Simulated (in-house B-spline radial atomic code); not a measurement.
Whole-atom quantities along the 14-electron series, configuration 1s2 2s2 2p6 3s2 3p1/2(2). Breit and QED terms are first order and not part of the total energy; the density at the nucleus is averaged over the nuclear charge. Computed with a radial B-spline atomic code at the basis-set limit: Dirac-Hartree-Fock, jj configuration that fills j = l - 1/2 first, finite nuclei.

```csv
ion,Z,E/Z² (Eh),Σ<r²> (bohr²),n(0)/Z³ (bohr⁻³),Lamb diamagnetic shielding (ppm),repulsion over attraction,Breit energy (eV),self-energy (eV),vacuum polarisation (eV)
Se20+,34,-1.8985,1.3677,0.99823,2520.03,0.078281,30.154,23.708,-2.3341
Br21+,35,?,?,?,?,?,?,?,?
Kr22+,36,-1.9199,1.1804,1.0429,2691.08,0.074167,36.347,28.914,-2.9507
Rb23+,37,-1.9301,1.1007,1.0667,2777.27,0.072259,39.744,31.8,-3.3028
Sr24+,38,?,?,?,?,?,?,?,?
Zr26+,40,-1.9585,0.90381,1.144,3038.68,0.067055,51.222,41.694,-4.5582
```

Question: Fill in the row of Br21+.

Answer: E/Z² (Eh): -1.9094; Σ<r²> (bohr²): 1.269; n(0)/Z³ (bohr⁻³): 1.0201; Lamb diamagnetic shielding (ppm): 2605.34; repulsion over attraction: 0.076171; Breit energy (eV): 33.152; self-energy (eV): 26.219; vacuum polarisation (eV): -2.6284.

Question: Fill in the row of Sr24+.

Answer: E/Z² (Eh): -1.9399; Σ<r²> (bohr²): 1.0286; n(0)/Z³ (bohr⁻³): 1.0915; Lamb diamagnetic shielding (ppm): 2863.92; repulsion over attraction: 0.070442; Breit energy (eV): 43.351; self-energy (eV): 34.887; vacuum polarisation (eV): -3.6866.

Question: With what power of Z does the column «Breit energy (eV)» change over this range?

Answer: A fit of the logarithm of its size against log Z from Z = 34 to 40 has slope 3.26.
